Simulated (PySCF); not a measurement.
Species: [BiF6]- (charge -1).
Structure used (PBE0-D3(BJ)/def2-SVP), in Å, numbered top down from 1:
```
atom  x, y, z in Å
Bi1    0.000    0.000    0.000
F2    -0.021   -0.011    2.026
F3     0.021    0.012   -2.027
F4     2.026    0.007    0.025
F5    -2.026   -0.007   -0.025
F6    -0.007    2.027    0.013
F7     0.007   -2.027   -0.013
```

Method: PBE0-D3(BJ)/def2-SVP geometry optimisation, gas phase, def2 core potentials past Kr in PySCF.

Which atoms are bound to Bi1, and at what distances?

6 atoms: F4 2.026 Å, F2 2.027 Å, F5 2.027 Å, F7 2.027 Å, F6 2.027 Å, F3 2.027 Å.

List the angles at Bi1.

```tsv
angle	degrees	distance of the outer atoms (Å)
F2–Bi1–F3	180.0	4.05
F4–Bi1–F5	180.0	4.05
F6–Bi1–F7	180.0	4.05
F3–Bi1–F4	90.1	2.87
F2–Bi1–F5	90.1	2.87
F3–Bi1–F6	90.0	2.87
F2–Bi1–F7	90.0	2.87
F5–Bi1–F6	90.0	2.87
F4–Bi1–F7	90.0	2.87
F3–Bi1–F7	90.0	2.87
F4–Bi1–F6	90.0	2.87
F5–Bi1–F7	90.0	2.87
F2–Bi1–F6	90.0	2.86
F3–Bi1–F5	89.9	2.86
F2–Bi1–F4	89.9	2.86
```

What is the shape at Bi1?

Octahedral: the three widest angles are 180.0°, 180.0° and 180.0°, the others run from 89.9° to 90.1°.

What are the rotational constants (commonest isotopes, rigid rotor)?

A = 1621, B = 1619, C = 1618 MHz: a spherical top.

Point group: Oh (tolerance 0.08 Å). Charge -1, singlet. Stationary, but not proved a minimum.

The run took 21 s of wall time on one thread, Arm Neoverse V1, shared host. That covers the optimisation of the geometry.
